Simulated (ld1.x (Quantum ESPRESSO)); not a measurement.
## Plane-wave convergence, PAW potential for Ag (Z = 47)

silver (Ag), PAW, made with ld1.x (Quantum ESPRESSO) 7.5 (PBE, scalar-relativistic). Core [Kr], reference 4d9 5s2 5p0. Waves: 5s (bound): rcut 1.90, rcutus 2.10 bohr; 5s channel at 0.65 Ry: rcut 1.90, rcutus 2.10 bohr; 5p (bound, empty): rcut 2.80, rcutus 3.00 bohr; 5p channel at 2.1 Ry: rcut 2.80, rcutus 3.00 bohr; 4d (bound): rcut 1.35, rcutus 1.50 bohr; 4d channel at 1 Ry: rcut 1.35, rcutus 1.50 bohr. Local part: all-electron potential smoothed inside 2.05 bohr (lloc = -2). Core correction: Bessel-smoothed model core inside 0.75 bohr. Augmentation charge: BESSEL, radius 1.55 bohr.

The pseudo-atom Hamiltonian at the reference potential is diagonalised in spherical Bessel functions j_l(qr) that vanish at 20 bohr, with q² up to the cutoff. All-electron valence levels (Ry): 5s -0.4081, 5p -0.0903, 4d -0.7872.

**Question.** How do the lowest levels (Ry) of each channel move with the cutoff, and are there ghosts?

**Answer.**

```tsv
cutoff (Ry)	s #1	p #1	d #1	d #2	f #1	f #2	Σ f·Δε (mRy)
8	-0.4071	-0.0903	0.0507	0.1089	0.1120	0.2364	7543.6
12	-0.4078	-0.0903	-0.0225	0.0716	0.1120	0.2364	6883.0
18	-0.4080	-0.0903	-0.3397	0.0637	0.1120	0.2364	4027.8
21	-0.4080	-0.0903	-0.4739	0.0629	0.1120	0.2364	2819.6
30	-0.4081	-0.0903	-0.7012	0.0621	0.1120	0.2364	774.1
40	-0.4081	-0.0903	-0.7805	0.0619	0.1120	0.2364	60.3
50	-0.4081	-0.0903	-0.7864	0.0619	0.1120	0.2364	7.7
60	-0.4081	-0.0903	-0.7865	0.0619	0.1120	0.2364	6.8
70	-0.4081	-0.0903	-0.7869	0.0619	0.1120	0.2364	3.2
90	-0.4081	-0.0903	-0.7871	0.0619	0.1120	0.2364	0.8
110	-0.4081	-0.0903	-0.7872	0.0619	0.1120	0.2364	0.5
400	-0.4081	-0.0903	-0.7872	0.0619	0.1120	0.2364	0.0
```

Result: no extra level below or beside the all-electron valence levels (s, p, d, f tested); 10 mRy is reached at 50 Ry and 1 mRy at 90 Ry.

Its largest configuration-test error is -633 meV.
